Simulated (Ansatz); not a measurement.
```yaml
crystal:
  periodic: [false, false, false]
  atoms:
    - {symbol: N, position_ang: [-0.499292, 0.899307, -0.153994]}
    - {symbol: Si, position_ang: [0.397241, -0.509314, 0.062312]}
    - {symbol: F, position_ang: [0.976348, -0.503222, 1.539114]}
    - {symbol: F, position_ang: [-0.444964, -1.855327, -0.031935]}
    - {symbol: H, position_ang: [-0.711420, 1.250252, -1.072541]}
    - {symbol: H, position_ang: [-1.130062, 1.253869, 0.545680]}
    - {symbol: H, position_ang: [1.473349, -0.603566, -0.934436]}
basis:
  gaussian: {orbitals: aug-cc-pVTZ}
total_charge: -1
magnetization: {spin_polarized: true, initial_magnetization: 2}
hamiltonian: {xc: {name: B2GP-PLYP}}
```

```sh
$ ansatz run in.yaml --threads 2 --pin off --events-out ev --progress --plain --max-ram 22528MiB --backend cpu
```

Shortened log:

```
Error: a molecule whose nuclei and cores have a total charge of 42 cannot have a net charge of -1 together with 2 unpaired electrons
```

Question: What is wrong with this run?

Answer: The number of unpaired electrons doesn't fit the electron count. The program refused the input.
